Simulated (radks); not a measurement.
The numbers below are computed, except where a source is named.
Task: These are the eigenvalues of the occupied orbitals of an atom or ion with whole-number occupations (Ry). Code: a radial shooting solver on a logarithmic mesh with Libxc functionals. Model: scalar-relativistic Kohn-Sham, PBE, spin-polarised, spherical densities, finite nucleus; Fermi nuclear charge, rms radius of each element as measured or else 0.836 A^(1/3) + 0.57 fm.

orbital  eigenvalue
1s down   -651.0482
1s up     -651.0482
2s down   -78.57593
2s up     -78.57592
2p down   -67.88434
2p up     -67.88433
3s down    -8.93463
3s up      -8.93462
3p down    -5.80897
3p up      -5.80896
3d up      -0.87458
3d down    -0.87457
4f up      -0.03539

Which element is it, and in what charge state? The configuration may be excited. Open shells, if any, are filled with parallel spins first.

Result: Z = 29, copper, charge 0: Cu in [Ar] 3d10 4f1. The list shows which subshells hold electrons but not how many an open one holds; the 1s level, -325.52 hartree, gives Z - s = 25.5 by -(Z - s)^2/2, which with screening and relativity narrows Z to a few neighbours, and the depths of the outer levels then fix element, charge and occupations together.
